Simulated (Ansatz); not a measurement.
One change: `[CH3][GeH2][C]1=CC1` becomes `OC1=CC1`.

Ansatz, PBE0-D4/def2-TZVP geometries, multiplicity 1. Each molecule was computed in one conformer, which needn't be the lowest.

Scalar relativity is left out up to krypton.

```json
{"property": "HOMO–LUMO gap (B3LYP/def2-TZVPP) / eV", "`[CH3][GeH2][C]1=CC1`": "6.30"}
{"property": "HOMO energy (ωB97M-V/def2-TZVPP) / eV", "`[CH3][GeH2][C]1=CC1`": "-9.29"}
{"property": "HOMO–LUMO gap (PBE0/def2-TZVPP) / eV", "`[CH3][GeH2][C]1=CC1`": "6.74"}
{"property": "HOMO–LUMO gap (PBE/def2-TZVPP) / eV", "`[CH3][GeH2][C]1=CC1`": "4.64"}
{"property": "LUMO energy (B3LYP/def2-TZVPP) / eV", "`[CH3][GeH2][C]1=CC1`": "-0.56"}
{"property": "size of the dipole moment (PBE/def2-TZVPP) / D", "`[CH3][GeH2][C]1=CC1`": "1.02"}
```

Question: What does the change do to each property? (Best estimate.)

Answer: The calculation gave: 
```
                                      property  `OC1=CC1`  shift
         HOMO–LUMO gap (B3LYP/def2-TZVPP) / eV       6.75   0.45
         HOMO energy (ωB97M-V/def2-TZVPP) / eV      -8.75   0.54
          HOMO–LUMO gap (PBE0/def2-TZVPP) / eV       7.36   0.62
           HOMO–LUMO gap (PBE/def2-TZVPP) / eV       5.27   0.63
           LUMO energy (B3LYP/def2-TZVPP) / eV       0.42   0.98
size of the dipole moment (PBE/def2-TZVPP) / D       1.32   0.30
```

With PBE0 the HOMO rises by 0.55 eV and the LUMO rises by 1.18 eV, so the gap widens by about 0.63 eV. PBE moves the HOMO by 0.61 eV and ωB97M-V by 0.54 eV. Dipoles are sizes alone; their direction can turn.

B3LYP here is the variant with VWN-RPA as its local correlation; programs differ in this.
